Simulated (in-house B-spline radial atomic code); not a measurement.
Results of a calculation; reference values are marked as such.
# Building a PAW p channel for Sc, r_c = 0.95 bohr

Sc, [Ar] 3d1 4s2, non-relativistic LDA (VWN5), spherical and spin-unpolarised, from an all-electron radial atomic-structure program (B-spline basis) (atomic units; all potentials screened as in the neutral atom).

Two all-electron partial waves φ1, φ2 are integrated outwards at E1 = ε(3p) = -1.233167 and E2 = E1 + 0.5 hartree; φ1 is the bound orbital and φ2 has unit norm inside r_c = 0.9502 bohr. Smooth partners are polynomials, r^2(a0 + a1 r² + a2 r⁴ + a3 r⁶), matched to φ and three derivatives at r_c, with no condition on the norm. The local potential is -23.287 + (53.5899) r² + (-56.3749) r⁴ + (22.6944) r⁶ inside 0.778 bohr and the all-electron one outside.

| wave | φ(r_c) | φ'(r_c) | a0 | a1 | a2 | a3 |
| --- | --- | --- | --- | --- | --- | --- |
| 1 | 0.9907307 | 0.06981097 | 2.743263 | -2.50478 | 0.7920875 | -0.04096458 |
| 2 | 1.598612 | -0.4813587 | 5.003296 | -5.054546 | 1.782373 | -0.1658283 |

Inside r_c the overlaps are <φi φj> = [[0.34660, 0.58850], [0.58850, 1.00000]] and, for the smooth waves, [[0.35161, 0.59956], [0.59956, 1.02329]]. With χj = (Ej − T − V_local) applied to smooth wave j, the program's quadrature gives the matrix B_ij = <smooth i, χj> as [[0.91467, 1.61489], [1.60936, 2.84244]].

(1) Check the match of the first wave, and find the augmentation charges q_ij.

(2) B isn't symmetric. Show that D_ij = B_ij + Ej q_ij is.

Solving (T + V_local + Σ p D p) ψ = E (1 + Σ p q p) ψ in a sphere of 9 bohr gives these levels:

| all-electron | one projector | two projectors |
| --- | --- | --- |
| -1.233170 | -1.233170 | -1.233170 |
| -0.046076 | -0.046479 | -0.046077 |
| 0.200193 | 0.199369 | 0.200189 |
| 0.594463 | 0.592369 | 0.594443 |
| 1.138650 | 1.133850 | 1.138560 |

(3) What does the second projector gain?

## Answers

(1) At r_c the four terms are 2.47684, -2.04188, 0.58299, -0.02722, which sum to 0.9907, φ1(r_c) to rounding. q_ij is the all-electron overlap less the smooth one: [[-0.00501, -0.01106], [-0.01106, -0.02329]]. The smooth first wave has a norm of 0.3516 inside r_c against 0.3466, so q11 is negative and must stay small enough for the overlap operator to be positive.

(2) Integrating by parts gives B12 − B21 = (E1 − E2) q12: 1.61489 − (1.60936) = 0.00553, and −0.5 × (-0.01106) = 0.00553. So D12 = 1.61489 + (-0.733167)(-0.01106) = 1.62300 and D21 = 1.60936 + (-1.233167)(-0.01106) = 1.62300; D11 = 0.92085, D22 = 2.85952. The projectors, p = (B⁻¹)ᵀ χ, are dual to the smooth waves; det B = 0.00096, small beside B11 B22, as the two smooth waves look alike inside r_c.

(3) With one projector the errors are 0.00, -0.40, -0.82, -2.09, -4.80 millihartree. With two the errors are 0.00, 0.00, 0.00, -0.02, -0.09 millihartree. The scattering is exact at E1 and at E2 = -0.733, and over all levels compared the largest error is 0.09 millihartree. The lowest eigenvalue of the overlap operator is 0.9659 with one and 0.695 with two projectors. The smooth orbital alone needs a cutoff of 27.7 hartree for 1 millihartree of kinetic energy, against 31 for a norm-conserving Troullier-Martins orbital of the same radius.
